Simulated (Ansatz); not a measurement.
Basis-set extrapolation for C₃H₉B₂N (PBE0-D4/def2-TZVP geometry, frozen core, Ansatz 0.2.0). Multiplicity 1, RHF reference.

```json
{"": "HF", "def2-TZVPP": "-222.729798", "def2-QZVPP": "-222.740158"}
{"": "MP2 correlation", "def2-TZVPP": "-0.927798", "def2-QZVPP": "-0.986152"}
{"": "CCSD(T) correlation", "def2-TZVPP": "-1.023160", "def2-QZVPP": "not run"}
```

Energies in hartree. Use E(X) = E(∞) + A·exp(−7.88·√X) for Hartree–Fock and E(X) = E(∞) + B·X^(−2.97) for correlation, with X = 3 and 4, and add CCSD(T) minus MP2 of the smaller set to the MP2 limit.

Question: What is the CCSD(T) energy at the basis-set limit?

Answer: HF limit: -222.740158 + (-0.010360) × 0.13774 = -222.74158. MP2 limit: -0.986152 + (-0.058354) × 0.74074 = -1.02938. Higher-order term: -1.023160 − (-0.927798) = -0.09536. Total: -223.86632 hartree, 297.6 kJ/mol below CCSD(T)/def2-TZVPP.
